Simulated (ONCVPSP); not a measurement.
**F (Z = 9): excitation energies, all-electron against ONCV**

ONCVPSP 4.0.1 input, shortened (lines: element, Z, core and valence counts, functional; n l f; lmax; l rc ep ncon nbas qcut; lloc lpopt rc5 dvloc0; l nproj debl; icmod fcfact rcfact), revPBE, scalar-relativistic:

```
  F 9.00    1    2  -102130      upf
    1    0    2.00
    2    0    1.00
    2    1    6.00
    2
    0    0.60    0.00    5    8   10.90
    1    1.30    0.00    4    7    9.80
    2    1.10    0.38    4    7   10.10
    4    5    0.50    0.00
    0    1    1.10
    1    1    3.50
    2    2    2.10
    3    3.75    1.65
```

Energies are relative to the spin-unpolarised reference configuration 2s1 2p6; without spin polarisation the order of configurations can differ from experiment.

```tsv
valence configuration	charge	ΔE all-electron (eV)	error AE − PS (meV)
2s2 2p4	+1	0.416	+82
2s2 2p3	+2	38.738	+316
2s1 2p5	+1	19.625	+2.7
```

(1) What are ΔE and the potential's error for 2s2 2p5?

Levels in the configuration 2s2 2p4:

| level | all-electron (eV) | pseudo (eV) |
| --- | --- | --- |
| 2s | -47.439 | -47.409 |
| 2p | -28.247 | -28.120 |

## Answers

(1) ΔE = -18.910 eV all-electron; the error (AE − PS) is +10 meV.
